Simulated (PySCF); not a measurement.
A calculated (M06-2X, PySCF 2.14, x2c-TZVPall, scalar relativity by spin-free X2C-1e) atom or ion has these occupied shells.

```tsv
shell	electrons	orbital energy (eV)	rms radius, mean of both spins (bohr)
1s α	1	-2832.9	0.105
1s β	1	-2831.8	0.105
2s α	1	-297.47	0.481
2s β	1	-297.06	0.481
2p α	3	-234.08	0.451
2p β	3	-232.79	0.451
3s α	1	-51.357	1.57
3s β	1	-45.515	1.57
3p α	3	-36.294	1.71
```

(1) Name the element and its charge.

Answers

(1) Cl²⁺ (chlorine, charge +2), in [Ne] 3s2 3p3, high-spin 4S determinant.
